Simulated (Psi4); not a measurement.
F4Si (SMILES F[Si](F)(F)F), singlet, geometry from GFN2-xTB; B3LYP/6-31G** (Psi4).

Input for Psi4:
```
memory 2 GB

molecule {
0 1
  Si    0.00000000   -0.00000000    0.00000000
  F     0.88552320    0.90402113    0.92229500
  F    -0.91389002   -0.91243756    0.88560507
  F    -0.89400971    0.90408216   -0.91401078
  F     0.92237653   -0.89566573   -0.89388928
}

set basis 6-31g**
set scf_type pk
set puream true
set d_convergence 1e-8
set dft_radial_points 99
set dft_spherical_points 590

energy('b3lyp')
print_variables()
```

What the program printed (banner, timings and long lists left out):

```
   => Loading Basis Set <=

    Name: 6-31G**
    Role: ORBITAL
    Keyword: BASIS

         ---------------------------------------------------------
                                   SCF
               by Justin Turney, Rob Parrish, Andy Simmonett
                          and Daniel G. A. Smith
                              RKS Reference
         ---------------------------------------------------------

  ==> Geometry <==

    Molecular point group: c1
    Full point group: Td

    Geometry (in Angstrom), charge = 0, multiplicity = 1:

       Center              X                  Y                   Z               Mass
    ------------   -----------------  -----------------  -----------------  -----------------
         SI           0.000000000000    -0.000000000000    -0.000000001827    27.976926534650
         F            0.885523200000     0.904021130000     0.922294998173    18.998403162730
         F           -0.913890020000    -0.912437560000     0.885605068173    18.998403162730
         F           -0.894009710000     0.904082160000    -0.914010781827    18.998403162730
         F            0.922376530000    -0.895665730000    -0.893889281827    18.998403162730

  Running in c1 symmetry.

  Rotational constants: A =      0.13570  B =      0.13570  C =      0.13570 [cm^-1]
  Rotational constants: A =   4068.22486  B =   4068.22485  C =   4068.22484 [MHz]
  Nuclear repulsion =  270.896052770608776

  Charge       = 0
  Multiplicity = 1
  Electrons    = 50
  Nalpha       = 25
  Nbeta        = 25

  ==> Algorithm <==

  SCF Algorithm Type is PK.
  DIIS enabled.
  MOM disabled.
  Fractional occupation disabled.
  Guess Type is SAD.
  Energy threshold   = 1.00e-06
  Density threshold  = 1.00e-08
  Integral threshold = 1.00e-12

  ==> Primary Basis <==

  Basis Set: 6-31G**
    Blend: 6-31G**
    Number of shells: 32
    Number of basis functions: 74
    Number of Cartesian functions: 79
    Spherical Harmonics?: true
    Max angular momentum: 2

  ==> DFT Potential <==

   => LibXC <=

    Version 7.1.2
    S. Lehtola, C. Steigemann, M. J. T. Oliveira, and M. A. L. Marques,  SoftwareX 7, 1–5 (2018) (10.1016/j.softx.2017.11.002)

   => Composite Functional: B3LYP <=

    B3LYP Hyb-GGA Exchange-Correlation Functional

    P. J. Stephens, F. J. Devlin, C. F. Chabalowski, and M. J. Frisch,  J. Phys. Chem. 98, 11623 (1994) (10.1021/j100096a001)

    Deriv               =              1
    GGA                 =           TRUE
    Meta                =          FALSE

    Exchange Hybrid     =           TRUE
    MP2 Hybrid          =          FALSE

   => Exchange Functionals <=

    0.0800   Slater exchange
    0.7200         Becke 88

   => Exact (HF) Exchange <=

    0.2000               HF

   => Correlation Functionals <=

    0.1900   Vosko, Wilk & Nusair (VWN5_RPA)
    0.8100   Lee, Yang & Parr

   => LibXC Density Thresholds  <==

    XC_HYB_GGA_XC_B3LYP:  1.00E-15

   => Molecular Quadrature <=

    Radial Scheme          =       TREUTLER
    Pruning Scheme         =           NONE
    Nuclear Scheme         =       TREUTLER

    Blocking Scheme        =         OCTREE
    BS radius alpha        =              1
    Pruning alpha          =              1
    Radial Points          =             99
    Spherical Points       =            590
    Total Points           =         281446
    Total Blocks           =           2120
    Max Points             =            256
    Max Functions          =             71
    Weights Tolerance      =       1.00E-15

  ==> Integral Setup <==

  Using in-core PK algorithm.
   Calculation information:
      Number of atoms:                   5
      Number of AO shells:              32
      Number of primitives:             87
      Number of atomic orbitals:        79
      Number of basis functions:        74

      Integral cutoff                 1.00e-12
      Number of threads:                 1

  Performing in-core PK
  Using 7703400 doubles for integral storage.
  We computed 121689 shell quartets total.
  Whereas there are 139656 unique shell quartets.

  ==> DiskJK: Disk-Based J/K Matrices <==

    J tasked:                  Yes
    K tasked:                  Yes
    wK tasked:                  No
    Schwarz Cutoff:          1E-12

  Minimum eigenvalue in the overlap matrix is 2.9043505497E-02.
  Reciprocal condition number of the overlap matrix is 8.7985331063E-03.
    Using symmetric orthogonalization.

  ==> Pre-Iterations <==

  SCF Guess: Superposition of Atomic Densities via on-the-fly atomic UHF (no occupation information).

   -------------------------
    Irrep   Nso     Nmo
   -------------------------
     A         74      74
   -------------------------
    Total      74      74
   -------------------------

  ==> Iterations <==

                        Total Energy        Delta E     RMS |[F,P]|

   @RKS iter SAD:  -688.55375617990171   -6.88554e+02   0.00000e+00
   @RKS iter   1:  -688.96790236807851   -4.14146e-01   8.95537e-03 DIIS/ADIIS
   @RKS iter   2:  -688.84146404979072    1.26438e-01   1.25242e-02 DIIS/ADIIS
   @RKS iter   3:  -689.09926191138914   -2.57798e-01   3.67256e-04 DIIS/ADIIS
   @RKS iter   4:  -689.09955012921046   -2.88218e-04   4.16009e-05 DIIS
   @RKS iter   5:  -689.09955349970687   -3.37050e-06   4.24687e-06 DIIS
   @RKS iter   6:  -689.09955353082796   -3.11211e-08   2.85761e-07 DIIS
   @RKS iter   7:  -689.09955353096916   -1.41199e-10   1.92172e-08 DIIS
   @RKS iter   8:  -689.09955353096814    1.02318e-12   1.94501e-08 DIIS
   @RKS iter   9:  -689.09955353097041   -2.27374e-12   1.03989e-09 DIIS
  Energy and wave function converged.

  ==> Post-Iterations <==

   Electrons on quadrature grid:
      Ntotal   =   50.0000016193 ; deviation = 1.619e-06

    Orbital Energies [Eh]
    ---------------------

    Doubly Occupied:

       1A    -66.280893     2A    -24.726937     3A    -24.726900
       4A    -24.726899     5A    -24.726899     6A     -5.423641
       7A     -3.783173     8A     -3.783173     9A     -3.783173
      10A     -1.256717    11A     -1.220384    12A     -1.220383
      13A     -1.220383    14A     -0.611123    15A     -0.539053
      16A     -0.539052    17A     -0.539052    18A     -0.481005
      19A     -0.481004    20A     -0.475086    21A     -0.475086
      22A     -0.475086    23A     -0.438032    24A     -0.438032
      25A     -0.438031

    Virtual:

      26A      0.014414    27A      0.097795    28A      0.097796
      29A      0.097797    30A      0.261506    31A      0.291372
      32A      0.291372    33A      0.291373    34A      0.585152
      35A      0.585153    36A      0.915116    37A      0.915116
      38A      0.915116    39A      1.171619    40A      1.171620
      41A      1.211018    42A      1.211019    43A      1.211019
      44A      1.231839    45A      1.231840    46A      1.231841
      47A      1.245563    48A      1.372413    49A      1.372414
      50A      1.372414    51A      1.713906    52A      1.713906
      53A      1.713906    54A      1.744066    55A      1.744066
      56A      1.744066    57A      1.781055    58A      1.781055
      59A      1.781055    60A      1.783508    61A      1.783509
      62A      1.801654    63A      1.801654    64A      1.801655
      65A      1.880591    66A      2.136406    67A      2.136406
      68A      2.136407    69A      2.347431    70A      2.347432
      71A      2.760956    72A      3.060192    73A      3.060193
      74A      3.060194

    Final Occupation by Irrep:
              A
    DOCC [    25 ]
    NA   [    25 ]
    NB   [    25 ]

  @RKS Final Energy:  -689.09955353097041

   => Energetics <=

    Nuclear Repulsion Energy =            270.8960527706087760
    One-Electron Energy =               -1497.9524997274415909
    Two-Electron Energy =                 588.8703650543973254
    DFT Exchange-Correlation Energy =     -50.9134716285349214
    Empirical Dispersion Energy =           0.0000000000000000
    VV10 Nonlocal Energy =                  0.0000000000000000
    Total Energy =                       -689.0995535309704110

Computation Completed

Properties will be evaluated at   0.000000,   0.000000,   0.000000 [a0]

Properties computed using the SCF density matrix

 Multipole Moments:

 ------------------------------------------------------------------------------------
     Multipole            Electronic (a.u.)      Nuclear  (a.u.)        Total (a.u.)
 ------------------------------------------------------------------------------------

 L = 1.  Multiply by 2.5417464519 to convert [e a0] to [Debye]
 Dipole X            :          0.0000005           -0.0000000            0.0000005
 Dipole Y            :         -0.0000016           -0.0000000           -0.0000016
 Dipole Z            :         -0.0000025           -0.0000000           -0.0000025
 Magnitude           :                                                    0.0000030

 ------------------------------------------------------------------------------------

  Variable Map:
  ----------------------------------------------------------------------------
  "CURRENT ENERGY"              =>    -689.099553530970
  "CURRENT REFERENCE ENERGY"    =>    -689.099553530970
  "DD SOLVATION ENERGY"         =>       0.000000000000
  "DFT FUNCTIONAL TOTAL ENERGY" =>    -689.099553530970
  "DFT TOTAL ENERGY"            =>    -689.099553530970
  "DFT VV10 ENERGY"             =>       0.000000000000
  "DFT XC ENERGY"               =>     -50.913471628535
  "GRID ELECTRONS ALPHA"        =>      25.000000809668
  "GRID ELECTRONS BETA"         =>      25.000000809668
  "GRID ELECTRONS TOTAL"        =>      50.000001619337
  "NUCLEAR REPULSION ENERGY"    =>     270.896052770609
  "ONE-ELECTRON ENERGY"         =>   -1497.952499727442
  "PCM POLARIZATION ENERGY"     =>       0.000000000000
  "PE ENERGY"                   =>       0.000000000000
  "SCF ITERATION ENERGY"        =>    -689.099553530970
  "SCF ITERATIONS"              =>       9.000000000000
  "SCF TOTAL ENERGY"            =>    -689.099553530970
  "TWO-ELECTRON ENERGY"         =>     588.870365054397
  "XC GRID RADIAL POINTS"       =>      99.000000000000
  "XC GRID SPHERICAL POINTS"    =>     590.000000000000
  "XC GRID TOTAL POINTS"        =>  281446.000000000000

  Array Variable Map:
  ----------------------------------------------------------------------------
  "CURRENT DIPOLE"              =>       0.000000514918 ... -0.000002474848 1 by 3
  "SCF DIPOLE"                  =>       0.000000514918 ... -0.000002474848 1 by 3
  "SCF TOTAL ENERGIES"          =>    -688.553756179902 ... -689.099553530970 1 by 10
```
